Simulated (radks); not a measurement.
Values are calculated unless marked as measured or tabulated.
Valence configurations of Pb+. Level of theory: scalar-relativistic Kohn-Sham, SCAN, spin-polarised, spherical densities, finite nucleus; open shells are filled with parallel spins first (spin-orbit coupling, left out, can overturn this in heavy ions); meta-GGA in the generalised Kohn-Sham scheme; Fermi nuclear charge, rms radius 5.5012 fm (a radial shooting solver on a logarithmic mesh with Libxc functionals). Order these by energy: [Xe] 4f13.5 5d10 6s1.5 6p2; [Xe] 4f14 5d10 6s1 6p2; [Xe] 4f13 5d10 6s2 6p2; [Hg] 6p1; [Xe] 4f12 5d10 6s2 6p3; [Xe] 4f14 5d9 6s2 6p2.

Answer. From the lowest, in eV above it: [Hg] 6p1 0.000; [Xe] 4f14 5d10 6s1 6p2 7.871; [Xe] 4f14 5d9 6s2 6p2 20.021; [Xe] 4f13.5 5d10 6s1.5 6p2 72.234; [Xe] 4f13 5d10 6s2 6p2 140.10; [Xe] 4f12 5d10 6s2 6p3 297.17. NIST lists [Hg] 6p1 as the ground configuration; this level of theory agrees among the configurations tried. The energies are those of spherical high-spin densities, not of single terms.
